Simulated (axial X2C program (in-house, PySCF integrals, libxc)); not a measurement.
## VLu: properties at the nuclei

Computed with an axial X2C code built on PySCF integrals: two-component X2C with atomic mean-field Coulomb and Gaunt terms, Gaussian nuclei, basis Lu dyall-cv3z, V dyall-cv3z with contracted cores.

R = 2.913 Å (near the PBE0 minimum at charge 0 of the determinant lowest at the starting distance; the state shown can have its own minimum elsewhere).

Input and command:
```json
{"zs": [71, 23], "q": 0, "bas": ["dyall-cv3z", "dyall-cv3z"], "r0": 2.96, "levels": ["PBE0", "HF", "BP86", "B3LYP", "r2SCAN"], "nst": 2}
```
```bash
python soeom.py task.json out
```

Keys: zs atomic numbers; q charge; bas basis sets; r0 starting distance in Å; levels methods; nst determinants followed.

Determinant lowest in the PBE0 search, Ω = 4 (⟨Sz⟩ = 2.01, ⟨Lz⟩ = 1.99 at PBE0), spin on the atoms Lu 0.12, V 1.89:

```tsv
level	Eeff magnitude (GV/cm)	Ws magnitude Lu (kHz)	A∥/gI Lu (MHz)	qzz Lu (a.u.)	A∥/gI V (MHz)	qzz V (a.u.)	μ (D)
PBE0	2.15	0.614	-15.3	-4.18	127	-0.98	-1.16
BP86	0.119	0.0565	-2.27	-3.67	154	-1.07	-1.43
B3LYP	1.54	0.506	-10.1	-3.97	130	-0.98	-1.60
r2SCAN	3.96	0.905	-21.8	-4.04	171	-1.06	-0.88
```

Determinant 0.09 eV from it at PBE0 and this distance, Ω = 2 (⟨Sz⟩ = 2.02, ⟨Lz⟩ = -0.02 at PBE0), spin on the atoms Lu -0.08, V 2.10:

```csv
level,Eeff magnitude (GV/cm),Ws magnitude Lu (kHz),A∥/gI Lu (MHz),qzz Lu (a.u.),A∥/gI V (MHz),qzz V (a.u.),μ (D)
PBE0,8.41,4.35,-31,-3.85,90,1.04,-0.77
BP86,2.13,1.22,-70.9,-3.04,135,0.95,-1.28
B3LYP,4.67,2.32,0.432,-3.78,31.8,1.18,-1.19
r2SCAN,11.7,5.91,-141,-3.38,195,0.94,-0.40
```

Eeff is the effective electric field on the electron electric dipole moment in this Ω state and Ws the scalar–pseudoscalar constant of the nucleus named (defined with the proton number Z and per Ω); A∥ (defined per Ω) follows by multiplying with gI = μI/(I μN); qzz is the electric field gradient, eQq0 = 234.96 MHz × Q/barn × qzz; μ is positive if the V end (last atom) is positive. The operators were transformed with the bare-nucleus X2C matrices; with these basis sets, hyperfine constants and field gradients can be off by tens of per cent, and where levels differ in sign neither size nor sign is settled.

(1) With Q(175Lu) = 3.49 barn, gI(51V) = 1.4711, Q(51V) = -0.052 barn (g factors from the IAEA table of nuclear moments by Stone; Q from Pyykkö, Mol. Phys. 2018), turn the PBE0 values of the first state into constants in MHz.

Each state is one determinant with collinear spin, which with several unpaired electrons need not be a pure state. In the state Ω = 4 the sign of Eeff differs between levels (BP86, r2SCAN against PBE0). With several open shells hyperfine constants can be off by a factor of several. Where Eeff spreads by more than a factor of two the levels disagree and none is to be relied on. Open-shell Ω = 0 determinants with evenly filled partner blocks cannot be reached by this program, so the Ω shown need not be the lowest component. Left out as unconverged or as another state under the same occupation: HF in at least one table. At BP86, r2SCAN a later determinant lies lower. States lie within half an eV, so the first need not be the ground state. The sign of Ws at Lu differs between levels in the first state. Where a field gradient or hyperfine factor spreads by more than a factor of two over the levels, a constant derived from it is not to be relied on. PBE0 term energies can be off by some tenths of an eV.

## Answers

(1) eQq0(175Lu) = 234.96 × (3.49) × (-4.18) = -3430 MHz; A∥(51V) = 127 × 1.4711 = 187 MHz; eQq0(51V) = 234.96 × (-0.052) × (-0.98) = 12 MHz.
